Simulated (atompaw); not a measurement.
# Reading a pseudo-wave (Sb (Z = 51))

Columns: radius, all-electron u(r) and pseudo u(r) of the 5p shell (level -12.23 eV) of antimony in the configuration [Kr] 4d10 5s2 5p2; LDA (PW92), scalar-relativistic, PAW (atompaw) scheme, atompaw 4.2.0.5.

```csv
r (bohr),all-electron,pseudo
0.085,-0.1109,0.0029
0.169,0.1233,0.0115
0.254,0.1989,0.0257
0.338,0.0892,0.0450
0.423,-0.0804,0.0694
0.508,-0.2217,0.0981
0.592,-0.3004,0.1302
0.677,-0.3172,0.1659
0.762,-0.2833,0.2040
0.846,-0.2154,0.2435
0.931,-0.1260,0.2845
1.015,-0.0281,0.3255
1.100,0.0728,0.3667
1.185,0.1703,0.4071
1.269,0.2602,0.4458
1.354,0.3425,0.4830
1.438,0.4145,0.5177
1.523,0.4776,0.5501
1.608,0.5312,0.5797
1.692,0.5752,0.6059
1.777,0.6113,0.6290
1.862,0.6395,0.6486
1.946,0.6605,0.6644
2.031,0.6753,0.6766
2.115,0.6845,0.6847
2.200,0.6888,0.6888
```

(1) How many radial nodes do the two functions have?

(2) Is the pseudo-wave norm-conserving?

## Answers

(1) The all-electron 5p function has n − l − 1 = 3; the pseudo-wave has 0, since the states of the same l below it are removed with the core.

(2) No, it belongs to a PAW set: the norm inside the radius is not constrained, and the difference is carried by the augmentation charge.
